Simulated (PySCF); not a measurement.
A calculated (revPBE, PySCF 2.14, aug-cc-pVTZ-DK, the spin-free X2C one-electron Hamiltonian (Gaussian nucleus)) atom or ion has these occupied shells.

```json
{"shell": "1s β", "electrons": "1", "orbital energy (eV)": "-18784.0", "rms radius, mean of both spins (bohr)": "0.0415"}
{"shell": "1s α", "electrons": "1", "orbital energy (eV)": "-18784.0", "rms radius, mean of both spins (bohr)": "0.0415"}
{"shell": "2s α", "electrons": "1", "orbital energy (eV)": "-2631.0", "rms radius, mean of both spins (bohr)": "0.171"}
{"shell": "2s β", "electrons": "1", "orbital energy (eV)": "-2630.7", "rms radius, mean of both spins (bohr)": "0.171"}
{"shell": "2p α", "electrons": "3", "orbital energy (eV)": "-2350.1", "rms radius, mean of both spins (bohr)": "0.152"}
{"shell": "2p β", "electrons": "3", "orbital energy (eV)": "-2349.9", "rms radius, mean of both spins (bohr)": "0.152"}
{"shell": "3s α", "electrons": "1", "orbital energy (eV)": "-441.14", "rms radius, mean of both spins (bohr)": "0.474"}
{"shell": "3s β", "electrons": "1", "orbital energy (eV)": "-441.00", "rms radius, mean of both spins (bohr)": "0.474"}
{"shell": "3p α", "electrons": "3", "orbital energy (eV)": "-349.21", "rms radius, mean of both spins (bohr)": "0.481"}
{"shell": "3p β", "electrons": "3", "orbital energy (eV)": "-349.05", "rms radius, mean of both spins (bohr)": "0.481"}
{"shell": "3d α", "electrons": "5", "orbital energy (eV)": "-198.85", "rms radius, mean of both spins (bohr)": "0.475"}
{"shell": "3d β", "electrons": "5", "orbital energy (eV)": "-198.61", "rms radius, mean of both spins (bohr)": "0.475"}
{"shell": "4s α", "electrons": "1", "orbital energy (eV)": "-61.211", "rms radius, mean of both spins (bohr)": "1.23"}
{"shell": "4s β", "electrons": "1", "orbital energy (eV)": "-59.680", "rms radius, mean of both spins (bohr)": "1.23"}
{"shell": "4p α", "electrons": "3", "orbital energy (eV)": "-37.335", "rms radius, mean of both spins (bohr)": "1.39"}
{"shell": "4p β", "electrons": "3", "orbital energy (eV)": "-35.600", "rms radius, mean of both spins (bohr)": "1.39"}
{"shell": "4d α", "electrons": "3", "orbital energy (eV)": "-5.523", "rms radius, mean of both spins (bohr)": "2.22"}
{"shell": "5s α", "electrons": "1", "orbital energy (eV)": "-4.930", "rms radius, mean of both spins (bohr)": "3.87"}
{"shell": "5s β", "electrons": "1", "orbital energy (eV)": "-4.057", "rms radius, mean of both spins (bohr)": "3.87"}
```

Problem. Name the element and its charge.

Solution. Nb (niobium, neutral), in [Kr] 4d3 5s2, high-spin 4F determinant (an excited configuration).
